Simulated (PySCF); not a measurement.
Geometry:
| atom | x (Å) | y (Å) | z (Å) |
| --- | --- | --- | --- |
| C1 | 2.490 | 0.065 | 0.928 |
| O2 | 1.086 | -0.098 | 1.020 |
| C3 | 0.487 | -0.399 | -0.180 |
| O4 | 0.461 | 0.673 | -1.123 |
| C5 | -0.965 | 0.755 | -1.098 |
| C6 | -1.057 | -0.431 | -0.126 |
| C7 | -1.723 | -0.191 | 1.210 |
| Cl8 | -1.365 | -1.541 | 2.303 |
| Cl9 | -1.227 | 1.317 | 1.980 |
| Cl10 | -3.488 | -0.123 | 0.950 |
| H11 | 2.829 | 0.307 | 1.932 |
| H12 | 2.962 | -0.861 | 0.583 |
| H13 | 2.739 | 0.876 | 0.240 |
| H14 | 0.950 | -1.293 | -0.635 |
| H15 | -1.395 | 0.584 | -2.086 |
| H16 | -1.311 | 1.709 | -0.696 |
| H17 | -1.480 | -1.337 | -0.562 |

Level of theory: structure optimised with GFN2-xTB, PBE0/pcSseg-1 with gauge-including orbitals, in PySCF (relativity neglected, gas phase, rapidly exchanging positions averaged, single conformer).

References, each an isolated molecule treated in the same way: ¹³C (186.93 ppm), ¹H (31.72 ppm) against TMS; ¹⁷O (336.08 ppm) against H2O; ³⁵Cl (949.78 ppm) against HCl.

```tsv
atoms	nucleus	count	δ (ppm)
C7	¹³C	1	120.2
Cl8/Cl9/Cl10	³⁵Cl	3	467
H11/H12/H13	¹H	3	3.53
C5	¹³C	1	72.0
H15	¹H	1	4.81
H16	¹H	1	?
O4	¹⁷O	1	?
C6	¹³C	1	60.2
H14	¹H	1	5.44
O2	¹⁷O	1	?
C1	¹³C	1	55.1
H17	¹H	1	3.78
C3	¹³C	1	?
```

Estimate the values marked ?.

Answers


- C3: 107.2 ppm, sp3 carbon bearing two oxygens; 2 electronegative neighbours deshield it
- H16: 4.90 ppm, hydrogen on an sp3 CH2 bonded to O; its carbon carries O, hence the downfield position
- O2: 77.8 ppm, ether oxygen
- O4: 72.7 ppm, ether oxygen

Carbons that carry Cl, above all several Cl atoms, come out too deshielded, partly because spin–orbit coupling is missing. Shifts are as computed. Against solution values, carbons near 30 ppm lie about +3 ppm off and those near 130 ppm about +5 ppm; carbons on Cl a further +6 ppm. Of 1211 compounds with measured shifts, 218 miss one by over three times the rms of a fit or turn the order of signals round; such compounds aren't used in these exercises. Experimental scales use liquid or dissolved standards, which lie at an offset from isolated H2O (liquid H2O: subtract about 36 ppm).
